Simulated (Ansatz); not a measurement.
Molecule: C$_{2}$H$_{6}$BO, charge 0, multiplicity 2. It need not be the lowest isomer of its formula. 
Geometry from a B3LYP-D3(BJ)/def2-TZVP (Ansatz, an electronic-structure program) optimisation:
```xyz
10

C      1.4208    -0.5159    -0.2020
B     -0.0096     0.1641     0.0415
C     -1.3497    -0.7018    -0.1057
O     -0.0828     1.4193     0.3587
H      2.2479     0.1781    -0.0714
H      1.5324    -1.3494     0.4952
H      1.4442    -0.9221    -1.2158
H     -1.3007    -1.5395     0.5937
H     -1.3888    -1.1122    -1.1173
H     -2.2511    -0.1238     0.0851
```
Charge 0, spin multiplicity 2.

Computed values are from Ansatz. Correlated levels leave the core frozen unless marked. Open shells are spin-unrestricted. Spin-orbit coupling is left out. Non-relativistic. CBS marks a two-point X^-3 extrapolation of the correlation energy; Hartree-Fock from the larger set.

| Property | Result |
|---|---|
| atomisation energy De | 933.8 kcal/mol at CCSD(T)/CBS(aug-cc-pVTZ,aug-cc-pVQZ) |
| total energy | -179.6727 Eh at CCSD(T)/CBS(aug-cc-pVTZ,aug-cc-pVQZ) |
| dipole moment | 1.90 D at CCSD(T)/aug-cc-pVDZ |
| T1 diagnostic | 0.028 at CCSD/aug-cc-pVQZ |
